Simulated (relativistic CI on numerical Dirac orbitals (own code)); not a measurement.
Sensitivity of the levels of Yb5+ to α and to the nuclear radius

Computed by Dirac-Coulomb-Breit CI, orbitals from a KLI potential per configuration, valence Slater integrals scaled by 0.85, P86 correlation energy added to each configuration, derivatives by finite differences, QED left out (own radial code, finite nucleus).

CI space (outside the closed core [Kr] 4d10): 4f¹²5s²5p⁵, 4f¹¹5s²5p⁶, 4f¹⁴5s²5p³, 4f¹³5s²5p⁴, 4f¹²5s5p⁶, 4f¹⁰5s²5p⁶6s, 4f¹⁴5p⁵, 4f¹³5s5p⁵. The list is cut by size and lacks configurations that can hold low levels.

With x = (α/α₀)² − 1 an excitation energy changes as ω = ω₀ + qx; K = 2q/ω₀ is the relative enhancement. Terms are leading LS components, so labels can repeat. The field-shift factor is F = δν/δ⟨r²⟩ for the transition from the lowest level.

Lowest level 4f¹¹5s²5p⁶ ⁴I°15/2.

```
             Level  ω₀ (cm⁻¹)  q (cm⁻¹)       K  F (GHz/fm²)
4f¹¹5s²5p⁶ ⁴I°13/2     8805.9      8548    1.94        0.425
4f¹¹5s²5p⁶ ⁴I°11/2    13048.4      8028    1.23         0.51
 4f¹¹5s²5p⁶ ⁴I°9/2    15200.3      3199   0.421        0.431
 4f¹¹5s²5p⁶ ⁴F°9/2    19802.6      7392   0.747        0.636
 4f¹¹5s²5p⁶ ⁴S°3/2    23517.5       702  0.0597        0.551
4f¹¹5s²5p⁶ ²H°11/2    23897.8      7296   0.611         0.73
 4f¹¹5s²5p⁶ ⁴F°7/2    26839.7      7795   0.581        0.798
 4f¹¹5s²5p⁶ ⁴F°5/2    28894.5      7118   0.493        0.827
 4f¹¹5s²5p⁶ ⁴F°3/2    29137.6      7570    0.52        0.853
 4f¹¹5s²5p⁶ ⁴F°9/2    30739.4     13030   0.848         1.04
4f¹¹5s²5p⁶ ²K°15/2    32744.9      5731    0.35        0.885
4f¹¹5s²5p⁶ ⁴G°11/2    33891.5      8159   0.481        0.959
 4f¹¹5s²5p⁶ ²G°7/2    35015.5      8215   0.469        0.998
```

At this charge configurations can still be misplaced by up to about 7 % of their energy. Levels and lines within the n = 5 or 6 shells can be off by up to 10 % or somewhat more, and those that change n by about 2 %, since core polarisation is missing. The computed lowest level isn't the tabulated ground level, which NIST ASD gives as 4f12 5p5 °.
